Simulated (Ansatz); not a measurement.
Coupled-cluster diagnostics for Li5Al5⁺, Ansatz.

Geometry of the doublet (PBE0-D4/def2-SVP):

Cartesian coordinates in Å:
```
Li -1.9213 -1.3170 2.7296
Li 3.7675 1.7623 0.1777
Li -3.1586 1.6604 -0.4123
Li 2.6073 -1.9692 -0.0752
Li 1.5313 0.5857 -2.8246
Al 0.0349 -1.5542 0.6634
Al -2.6749 -0.8930 0.2021
Al -0.7884 0.4446 -1.4347
Al 1.4825 0.4758 -0.1338
Al -0.8802 0.8046 1.1077
```

Correlated methods freeze 25 core orbitals; core or outer-core shells of Li are correlated, in sets that lack core-valence functions. Another isomer (doublet) lies 1.46 eV lower at PBE0-D4/def2-TZVP; other spin states weren't run for this one.

Question: Estimate the CCSD(T) correlation energy, the shares of MP2 and (T), T1 and the reference's ⟨S²⟩ for: charge 1, doublet, own geometry in def2-SVP; and the rough time on 4 threads of Arm Neoverse V2 on a shared host.

Answer: 
| state | basis | correlation (eV) | MP2 share (%) | (T) share (%) | T1 | ⟨S²⟩ (pure) | wall time | remarks |
| --- | --- | --- | --- | --- | --- | --- | --- | --- |
| charge 1, doublet, own geometry | def2-SVP | -12.397 | 85.2 | 8.7 | 0.049 | 1.23 (0.75) | 42 s | large T1, spin-contaminated |
Customary marks for T1 are 0.02 (closed shells), 0.045 (open shells) and about 0.05 (3d metals). T1 exceeds 0.02 in 1 of 1 rows and 0.045 in 1; the higher it lies, the less the single-reference result can be trusted.
